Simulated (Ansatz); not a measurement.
Cost and result up the ladder for Cu(PH3)(SiH3) (CuSiPH₆) (9 atoms). Total charge 0; singlet. Geometry: B3LYP-D4/def2-SVP.

Cartesian coordinates in Å:
```
Cu 0.0062 -0.0065 0.0230
P -0.8208 1.4467 -1.5367
H -1.9988 1.1090 -2.2551
H -0.0191 1.8086 -2.6521
H -1.2067 2.7581 -1.1506
Si 0.8405 -1.4797 1.5783
H -0.0601 -1.7114 2.7629
H 2.1528 -1.0632 2.1888
H 1.1060 -2.8615 1.0414
```

Ansatz on 4 threads of Arm Neoverse V2 on a shared host. Times are rough, and most runs start from the orbitals of an earlier one. ωB97X-V/def2-TZVP serves as the yardstick here, not as an exact answer. Differences are given only for rows in sets of like size (and for xTB, whose basis is part of the method), since another set adds its own error. Binding counts from free atoms at the same level (Cu doublet, P quartet, H doublet, Si triplet; other spins of the atoms weren't run), without zero-point energy or a counterpoise term.

The 6-31G sets use Cartesian d functions. B3LYP takes the VWN-RPA correlation. HSE06 is defined as in plane-wave codes, on full-range PBE exchange. Correlated methods freeze 19 core orbitals.

Correlated methods converge slowly with the basis.

```
                          level  functions  wall time
                       HF/6-31G         67     0.35 s
                PBE-D4/def2-SVP         97     0.85 s
               PBE0-D4/def2-SVP         97      1.2 s
               PBE-D4/def2-TZVP        155      1.3 s
                  MP2/def2-TZVP        155      1.5 s
              PBE-D4/def2-TZVPD        188      1.9 s
             B3LYP-D4/def2-TZVP        155        2 s
             HSE06-D4/def2-TZVP        155      2.2 s
             PBE0-D4/def2-TZVPD        188      2.9 s
            r2SCAN-D4/def2-TZVP        155        3 s
PBE0-D4/def2-TZVP (with forces)        155      3.1 s
           r2SCANh-D4/def2-TZVP        155      3.6 s
           r2SCAN-D4/def2-TZVPD        188        4 s
              ωB97X-V/def2-TZVP        155        6 s
```

(1) Estimate what each level gives for the binding energy per atom (eV).

Results:

(1) 
```tsv
level	binding energy per atom (eV)	difference from ωB97X-V/def2-TZVP (eV)
HF/6-31G	1.66	–
PBE-D4/def2-SVP	2.69	–
PBE0-D4/def2-SVP	2.63	–
PBE-D4/def2-TZVP	2.66	-0.04
MP2/def2-TZVP	2.49	-0.21
PBE-D4/def2-TZVPD	2.67	-0.04
B3LYP-D4/def2-TZVP	2.67	-0.03
HSE06-D4/def2-TZVP	2.62	-0.08
PBE0-D4/def2-TZVPD	2.62	-0.08
r2SCAN-D4/def2-TZVP	2.69	-0.02
PBE0-D4/def2-TZVP (with forces)	2.62	-0.08
r2SCANh-D4/def2-TZVP	2.67	-0.04
r2SCAN-D4/def2-TZVPD	2.69	-0.01
ωB97X-V/def2-TZVP	2.70	0.00
```
